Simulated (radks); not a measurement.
Spherical quantum dot in the effective-mass picture: electrons in a parabolic well V = omega^2 r^2 / 2 with omega = 2.44, with a point charge +2 (a donor) at the centre, all in effective atomic units (hartree* = m*/eps^2 hartree, bohr* = eps/m* bohr), one dielectric constant everywhere. Calculated with a radial shooting solver with Libxc functionals: non-relativistic Kohn-Sham, LDA (Slater exchange, Perdew-Wang correlation), spin-polarised, spherical densities. Levels are named by radial order and angular momentum (1s, 1p, 1d, 2s, ...), and open shells are averaged over m.

N = 9, configuration 1s2 1p6 2s(up 1, down 0). This is the lowest configuration that the search found. Occupied and some empty levels:

level    occupation  eigenvalue (hartree*)  <r> (bohr*)
1s up             1                 8.3178       0.6436
1s down           1                 8.3936       0.6507
1p up             3                 11.111        1.030
1p down           3                 11.147        1.029
2s up             1                 12.453        1.099
2s down           0                 12.537        1.100
1d up             0                 13.237        1.242
1d down           0                 13.280        1.240
2p up             0                 15.324        1.282
1f up             0                 15.355        1.405
2p down           0                 15.369        1.286
1f down           0                 15.403        1.405
1g up             0                 17.516        1.545
1g down           0                 17.564        1.546

Energy (hartree*): total 59.9206, kinetic 25.126, external 3.3284, Hartree 38.099, exchange-correlation -6.6322.
